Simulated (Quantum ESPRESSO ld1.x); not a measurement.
Results of a calculation; reference values are marked as such.
Question: The aim is neutral niobium in [Kr] 4d4 5s1. What will ld1.x (Quantum ESPRESSO 7.5) do with this input?

```
 &input
    zed=41.0,
    iswitch=1,
    rel=0,
    dft='PBESOL',
    config='[Kr] 4d4 5s1',
    isic=1,
    latt=1,
    prefix='ld1',
    max_out_wfc=37,
    file_charge='ld1.rho',
 /
```

Answer: Refused. The program stops in ld1_readin with "isic and latter correction not allowed": the two corrections exclude each other.

Output (excerpt):

```
     Program LD1 v.7.5 starts

 %%%%%%%%%%%%%%%%%%%%%%%%%%%%%%%%%%%%%%%%%%%%%%%%%%%%%%%%%%%%%%%%%%%%%%%%%%%%%%
     Error in routine ld1_readin (1):
     isic and latter correction not allowed
 %%%%%%%%%%%%%%%%%%%%%%%%%%%%%%%%%%%%%%%%%%%%%%%%%%%%%%%%%%%%%%%%%%%%%%%%%%%%%%

     stopping ...
```

Run on one thread of a shared host, so times are rough (Intel(R) Xeon(R) Processor @ 2.60GHz): 0.48 s of CPU time, 0.5 s wall.
